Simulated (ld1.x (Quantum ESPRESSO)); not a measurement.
**thallium (Tl): variants of one TM potential**

Base potential:

Tl (Z = 81), norm-conserving Troullier–Martins (Kleinman–Bylander form), made with ld1.x (Quantum ESPRESSO) 7.5 (PBEsol, scalar-relativistic). Core [Xe] 4f14 5d10, reference 6s2 6p1. Waves: 6s (bound): rc 2.10 bohr; 6p (bound): rc 3.25 bohr; 6d channel at 0.35 Ry: rc 3.10 bohr. Local part: all-electron potential smoothed inside 1.85 bohr (lloc = -2). Core correction: Bessel-smoothed model core, default radius (core density twice the valence density).

Cutoffs, loose and tight: the cutoffs (Ry, on a coarse ladder) from which the occupation-weighted sum of valence levels, in a spherical-Bessel basis at the reference potential, stays within 10 and 1 mRy of its value at 400 Ry. They do not see the model core or the augmentation charge, which bear on the density cutoff. Test errors are all-electron minus pseudo excitation energies from the reference, over the configurations 6s2 6p0; 6s1 6p0; 6s2 6p0.5; 6s1 6p2; 6s0 6p3; 6s2 6p1.3; 6s1 6p1. A dash means not determined; rows that change the core or the reference have their own tests.

A true bound ghost makes a file unfit for plane-wave use even where its test errors are small: the radial tests pick states by their node count and pass the ghost by.

```tsv
change	outcome	cutoff, loose	cutoff, tight	bound ghosts	largest test error (meV)
base	generated	18 Ry	30 Ry	none	-416
wave 6p (bound): rc 3.25 bohr becomes 6p (bound): rc 2.14 bohr	generated	18 Ry	30 Ry	none	-409
functional LDA (PZ)	generated	18 Ry	30 Ry	none	-391
all radii but the core radius scaled by about 1.05 (s 2.22, p 3.42, d 3.26 bohr); local potential all-electron potential smoothed inside 1.94 bohr (lloc = -2)	generated	18 Ry	30 Ry	none	-425
wave 6d channel at 0.35 Ry: rc 3.10 bohr becomes 6d channel at -0.13 Ry: rc 3.10 bohr	generated	18 Ry	30 Ry	none	-416
reference 6s1 6p0	generated	10 Ry	30 Ry	none	-334
```

(1) What comes out with this change to the base: core [Xe] 4f14, valence charge 13; reference 5d10 6s1 6p2; waves now 6s (bound): rc 2.15 bohr; 6p (bound): rc 2.55 bohr; 5f channel at -0.05 Ry: rc 2.60 bohr; 5d (bound): rc 1.30 bohr; local potential the d channel; core correction none?

(2) What comes out with this change to the base: type RRKJ; local potential the d channel; rho0 0.02?

Results:

(1) outcome: generated; cutoff, loose: 80 Ry; cutoff, tight: 100 Ry; bound ghosts: s, p; largest test error (meV): -11564.

(2) outcome: generated; cutoff, loose: 30 Ry; cutoff, tight: 40 Ry; bound ghosts: s, p; largest test error (meV): -467.
